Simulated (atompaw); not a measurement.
## K (Z = 19): PAW (atompaw) pseudisation with PBEsol, scalar-relativistic reference atom.

potassium, PAW, made with atompaw 4.2.0.5 (PBEsol, scalar-relativistic). Core [Ar], reference 4s1 4p0. Waves: 4s (bound): rc 3.00 bohr; 4s channel at 0.15 Ry: rc 3.00 bohr; 4p (bound, empty): rc 3.00 bohr; 4p channel at 0.75 Ry: rc 3.00 bohr; 3d channel at -0.14 Ry: rc 3.00 bohr. Local part: troulliermartins scheme with l = 3 at 1 Ry, radius 2.85 bohr. Core correction: smooth core density matched at 1.70 bohr. Augmentation charge: besselshape compensation charge, radius 2.35 bohr; PAW radius 3.00 bohr; waves and projectors: custom polynom2 7 10 vanderbiltortho.

* Cutoffs needed: 6 Ry and 6 Ry (the cutoffs (Ry, on a coarse ladder) from which the occupation-weighted sum of valence levels, in a spherical-Bessel basis at the reference potential, stays within 10 and 1 mRy of its value at 400 Ry)
* Ghost test: ghost states, extra bound levels that the all-electron valence spectrum of the same l lacks: s at -13.7 eV, p at -12.8 eV; a true bound ghost makes a file unfit for plane-wave use (spherical-Bessel basis up to 400 Ry, 20 bohr box)
* Lowest eigenvalue of the overlap operator: 0.49 (s channel)
* Overlap eigenvalues printed by atompaw (projector basis): 0.657, 1.42, 46.4, 7.13e+03, 5.25e+04
* Share of each valence orbital outside the PAW sphere: 4s 88 %, 4p 97 %
